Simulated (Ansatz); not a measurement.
`B[BH][GeH3]` + `[CH3][In]([F])[Cl]` → `[F][In]([Cl])[GeH3]` + `BBC` at 700 K and 1 bar (redistribution).

Computed with Ansatz on PBE0-D4/def2-TZVP structures; ΔE is electronic, products minus reactants. CBS: MP2 limit from def2 TZ/QZ plus the TZ coupled-cluster correction, frozen cores. def2 core potentials past Kr. For Ge, In outer-core shells are correlated without core-valence functions, which leaves a few kJ/mol of doubt a bond. Scalar relativity is left out up to krypton.

```json
{"species": "`B[BH][GeH3]`", "CCSD(T)/CBS energy (Eh)": "-2129.23902", "H − E (kJ/mol)": "212.0", "S (J/(mol·K))": "430.8"}
{"species": "`[CH3][In]([F])[Cl]`", "CCSD(T)/CBS energy (Eh)": "-789.33016", "H − E (kJ/mol)": "163.8", "S (J/(mol·K))": "455.0"}
{"species": "`[F][In]([Cl])[GeH3]`", "CCSD(T)/CBS energy (Eh)": "-2827.39267", "H − E (kJ/mol)": "139.1", "S (J/(mol·K))": "499.5"}
{"species": "`BBC`", "CCSD(T)/CBS energy (Eh)": "-91.20122", "H − E (kJ/mol)": "237.7", "S (J/(mol·K))": "381.9"}
```

H − E and S are ideal-gas, rigid-rotor, harmonic terms from PBE0-D4/def2-TZVP, for one conformer and one mirror image of each species. 1 Eh = 2625.50 kJ/mol, R = 8.31446 J/(mol·K).

Task: By hand: ΔE, ΔH, ΔS and ΔG.

Result: ΔE = (-2827.39267) + (-91.20122) − (-2129.23902) − (-789.33016) = -0.02471 Eh = -64.9 kJ/mol. Δ(H − E) = 139.1 + 237.7 − 212.0 − 163.8 = 1.0, so ΔH = -63.9 kJ/mol. ΔS = 499.5 + 381.9 − 430.8 − 455.0 = -4.4 J/(mol·K). ΔG = -63.9 − 700 × (-4.4)/1000 = -60.8 kJ/mol.

Task: By hand: the equilibrium constant, and the temperature at which ΔG would vanish if ΔH and ΔS stayed fixed.

Result: log₁₀ K = −ΔG/(RT ln 10) = 4.5. ΔG = 0 at ΔH/ΔS = 14523 K, far beyond where these terms or the molecules hold.

The number of gas molecules stays the same, so ΔS is small and ΔH decides. A doubt of 5 kJ/mol in ΔE shifts log₁₀ K by 0.4 here. Other conformers and mirror images would add mixing entropy, several J/(mol·K) or more a flexible species. Modes under 60 cm⁻¹, often nearly free rotors, make the harmonic entropy too high. These are equilibria of isolated gas molecules and say nothing of rates. Largest T1 diagnostic: 0.014 (customary marks: 0.02 for closed shells, 0.045 for open ones).
